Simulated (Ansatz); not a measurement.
Ideal-gas functions of BBrH4Si (`B[SiH2]Br`) at 600 K and 1 bar, from an Ansatz frequency run at PBE0-D4/def2-TZVP.

Molar mass 122.83 g/mol, point group Cs (symmetry number 1), electronic degeneracy 1, moments of inertia 31.288, 203.013, 228.438 u Å². Harmonic wavenumbers (cm⁻¹, unscaled): 89, 153, 358, 404, 584, 659, 676, 831, 907, 924, 1161, 2210, 2216, 2592, 2689.

Use S(trans) = R[1.5 ln M + 2.5 ln T − 1.1517]; rotational temperatures θ = 24.2544 K / I; S(rot) = R[ln(√π/σ · √(T³/θAθBθC)) + 1.5]; for each mode x = 1.438777 ν̃/T, S = R[x/(eˣ − 1) − ln(1 − e⁻ˣ)] and H = RT x/(eˣ − 1); 1 cm⁻¹ = 0.0119627 kJ/mol; R = 8.31446 J/(mol·K).

Problem. By hand: the entropy, in J/(mol·K).

Solution. Translation 183.4. Rotation: θ = 0.7752, 0.1195, 0.1062 K, giving 116.2. Vibration, mode by mode: 21.17, 16.70, 9.83, 8.90, 6.16, 5.32, 5.15, 3.83, 3.32, 3.22, 2.05, 0.26, 0.26, 0.12, 0.10, in all 86.4. Electronic 0.0. Sum 386.0 J/(mol·K).

Problem. By hand: H − E and G − E in kJ/mol, counted from the electronic energy.

Solution. Zero-point energy ½ × 16453 × 0.0119627 = 98.4; thermal vibration 26.6; translation, rotation and pV give 4 RT = 20.0. H − E = 145.0 kJ/mol, and G − E = 145.0 − 600 × 386.0/1000 = -86.6 kJ/mol.

Vibration gives 22 % of the entropy, 21.2 J/(mol·K) of it from the mode under 150 cm⁻¹: soft modes count most, and the harmonic formula is weakest for them.
